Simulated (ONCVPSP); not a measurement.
LDA (Perdew-Wang 92) ONCV dataset for Be, scalar-relativistic all-electron reference.

Be (Z = 4), optimised norm-conserving Vanderbilt (ONCV), made with ONCVPSP 4.0.1 (LDA (Perdew-Wang 92), scalar-relativistic). Core [He], reference 2s1.5 2p0.5. Waves: 2s: rc 2.10 bohr, ncon 3, nbas 6, qcut 3.5 1/bohr, 2 projectors, debl 2.6 Ha; 2p: rc 2.75 bohr, ncon 4, nbas 8, qcut 2.6 1/bohr, 3 projectors, debl 3.3 Ha. Local part: polynomial inside 1.45 bohr (lpopt 3, dvloc0 1 Ha). Core correction: polynomial model core, fcfact 0.25.

All-electron outer shells of the reference configuration (LDA (PZ), scalar-relativistic, ld1.x):

```csv
shell,level (eV),outermost node (bohr),outermost maximum (bohr)
1s,-105.62,–,0.27
2s,-5.89,0.60,2.04
2p,-2.37,–,2.26
```

**Question.** Estimate the cutoffs (Ha) at which the residual kinetic energy of the hardest occupied pseudo-wave falls to 1 and 0.1 mHa per electron.

**Answer.** 6.8 Ha and 24 Ha. The cutoffs count occupied waves only; projector 2 of the p channel, the hardest unoccupied one, needs 43 Ha at the loose tolerance.

**Question.** What does a ghost test show?

**Answer.** No bound ghost flagged; GHOST(+) flagged for p at 84.5 eV.

**Question.** Which valence shell sets the plane-wave cutoff?

**Answer.** 2p: 7 Ha for 1 mHa per electron, against 4 Ha for 2s.

**Question.** Tests: 2s2 2p0; 2s1 2p0; 2s1.5 2p0; 2s0 2p2. Which has the largest error in its energy relative to the reference configuration, and how large is it?

**Answer.** 2s0 2p2, with -30 meV (all-electron minus pseudo) on +5.31 eV.
